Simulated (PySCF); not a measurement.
Calculation: TPSSh-D3(BJ)/def2-TZVP // r2SCAN-D4/def2-SVP (PySCF). Gas-phase values, no solvent. 

Reference species: [Zr(Cl)4] (neutral, multiplicity 1).

```yaml
coordination_number: 4
HOMO: -9.01 eV
HOMO–LUMO gap: 5.83 eV
```

After one change: the coordination number is nearly the same; the HOMO increases by 1.05 eV; the HOMO–LUMO gap decreases by 0.76 eV.

Question: Which change was made? The new species is one of these.
(A) [Zr(Cl)3(H)]
(B) [Zr(H)4]
(C) [Zr(Cl)2(H)2]

Answer: B, [Zr(H)4]
